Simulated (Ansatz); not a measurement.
`CCO[SiH2]C` and `CC[O][GeH3]` differ in one atom or group.

Ansatz, PBE0-D4/def2-TZVP geometries, multiplicity 1. Each molecule was computed in one conformer, which needn't be the lowest.

Scalar relativity is left out up to krypton.

| property | `CCO[SiH2]C` |
| --- | --- |
| HOMO–LUMO gap (PBE/def2-TZVPP) / eV | 6.36 |
| size of the dipole moment (ωB97M-V/def2-TZVPP) / D | 0.41 |
| HOMO–LUMO gap (ωB97M-V/def2-TZVPP) / eV | 12.60 |
| size of the dipole moment (PBE/def2-TZVPP) / D | 0.30 |
| HOMO–LUMO gap (B3LYP/def2-TZVPP) / eV | 8.23 |
| HOMO energy (PBE0/def2-TZVPP) / eV | -7.88 |

Question: Give the same properties after the change, and the shifts. (Estimate.)

Answer: The calculation gave: 
```csv
property,`CC[O][GeH3]`,shift
HOMO–LUMO gap (PBE/def2-TZVPP) / eV,5.65,-0.71
size of the dipole moment (ωB97M-V/def2-TZVPP) / D,1.05,0.64
HOMO–LUMO gap (ωB97M-V/def2-TZVPP) / eV,12.18,-0.42
size of the dipole moment (PBE/def2-TZVPP) / D,0.91,0.61
HOMO–LUMO gap (B3LYP/def2-TZVPP) / eV,7.58,-0.65
HOMO energy (PBE0/def2-TZVPP) / eV,-7.69,0.19
```

With PBE0 the HOMO rises by 0.19 eV and the LUMO falls by 0.43 eV, so the gap narrows by about 0.62 eV. PBE moves the HOMO by 0.25 eV and ωB97M-V by 0.16 eV. Dipoles are sizes alone; their direction can turn.

B3LYP here is the variant with VWN-RPA as its local correlation; programs differ in this.
